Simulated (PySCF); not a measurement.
# Worked example: entropy of an ideal gas

CdSe, SMILES [Cd]=[Se].

Geometry: PBE0-D3(BJ)/def2-TZVP. The def2 effective core potentials stand for the cores of Cd; spin–orbit coupling is left out.

PBE0-D3(BJ)/def2-TZVP run with PySCF 2.14.0 gives the harmonic wavenumbers 263 cm⁻¹ and the rotational temperature 0.0938 K. The molar mass is 191.38 g/mol, the symmetry number 1, the spin multiplicity 1.

Question: Work out the entropy at 298.15 K and 1 atm in the rigid-rotor, harmonic-oscillator model.

Answer: 
Translation (Sackur–Tetrode at 1 atm): S = R[1.5 ln M + 2.5 ln T − 1.16487] = 174.3 J/(mol K).
Rotation: q = T/(σ θ) = 3180, S = R[ln q + 1] = 75.4 J/(mol K).
Vibration: with u = 1.4388 ν/T, each mode gives R[u/(e^u − 1) − ln(1 − e^−u)]:
| ν (cm⁻¹) | modes | u | S (J/(mol K)) |
|---|---|---|---|
| 263 | 1 | 1.27 | 6.87 |
These are all the modes. Sum 6.9 J/(mol K).
Spin: R ln 1 = 0.0 J/(mol K).
Total 256.5 J/(mol K); the program's own thermochemistry gives 256.5. Translation makes up 68 % and vibration 3 %. Anharmonicity, hindered rotation and orbital degeneracy are left out.
